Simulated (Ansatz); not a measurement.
A nudged elastic band was laid between two geometries of CH₇ClSiSn (11 atoms, charge 0, multiplicity 1).

Theory: RKS PBE-D4/def2-SVP (Ansatz 0.2.0).

```yaml
movable_images: 7
climbing_image: yes
spring: 5.0 eV/Å²
optimiser: quadratic models (default)
start_path: IDPP
force_threshold: 0.05 eV/Å
iteration_limit: 60
end_points: relaxed
```

Image 0:

```xyz
11
Properties=species:S:1:pos:R:3
Cl -0.960 2.040 1.029
C 0.712 1.358 0.931
Si 0.610 -0.532 0.658
Sn -0.945 -0.967 -1.358
H 1.237 1.616 1.873
H 1.233 1.862 0.094
H 2.005 -1.058 0.418
H 0.070 -1.174 1.908
H -2.608 -0.882 -0.908
H -0.638 0.212 -2.586
H -0.650 -2.532 -2.038
```

Image 8:

```xyz
11
Properties=species:S:1:pos:R:3
Cl 0.083 2.476 -0.032
C 0.409 1.230 1.239
Si 0.868 -0.425 0.398
Sn -0.968 -0.976 -1.334
H -0.506 1.131 1.857
H 1.224 1.612 1.885
H 2.211 -0.276 -0.263
H 0.976 -1.490 1.461
H -2.515 -0.570 -0.677
H -0.743 -0.102 -2.804
H -0.975 -2.667 -1.707
```

Problem. What changes between the two ends?

Solution. No bond is made or broken. The dihedral Cl1–C2–Si3–Sn4 goes from 52 to -52°. The two ends are copies of one structure, up to a mirror image or an exchange of like atoms.

Problem. What energy profile does the band end with?

Solution. The forces met the threshold. The highest image is number 4 of 0 to 8, 0.077 eV above the ends, which have the same energy within 2 meV. A vibrational analysis at the climbing image gives one clearly imaginary mode, 91i cm⁻¹: a first-order saddle point.

```
image  path coordinate (Å)  energy (eV)  dihedral Cl1–C2–Si3–Sn4 (°)
    0                 0.00        0.000                           52
    1                 0.47        0.012                           40
    2                 0.93        0.039                           27
    3                 1.40        0.066                           14
    4                 1.86        0.077                            0
    5                 2.33        0.066                          -14
    6                 2.80        0.039                          -27
    7                 3.26        0.011                          -40
    8                 3.73        0.000                          -52
```

Problem. What is the geometry of the highest image?

Solution. 
```xyz
11
Properties=species:S:1:pos:R:3:forces:R:3
Cl -0.677 2.275 0.260 0.00 0.00 0.00
C 0.637 1.344 1.086 -0.02 0.00 -0.01
Si 0.752 -0.486 0.489 0.00 0.00 0.00
Sn -1.039 -0.975 -1.309 0.00 0.00 0.00
H 0.434 1.391 2.173 0.00 0.00 0.01
H 1.587 1.881 0.892 0.01 0.00 0.00
H 2.137 -0.732 -0.056 0.00 0.00 0.00
H 0.576 -1.395 1.679 0.00 0.00 0.00
H -2.632 -0.749 -0.686 0.00 0.00 0.00
H -0.818 0.018 -2.702 0.00 0.00 0.00
H -0.891 -2.629 -1.806 0.00 0.00 0.00
```

Problem. What are the harmonic wavenumbers there?

Solution. 91i, 75, 112, 232, 296, 299, 398, 449, 585, 593, 637, 698, 707, 741, 759, 781, 902, 1074, 1137, 1365, 1838, 1861, 1871, 2142, 2153, 3014, 3086 cm⁻¹.

The band took 5 iterations and of the order of 2.1 core-minutes.

The run took 67 s on 2 threads of Intel(R) Xeon(R) Platinum 8375C CPU @ 2.90GHz (Ice Lake), on a shared host, peak memory 0.18 GiB.
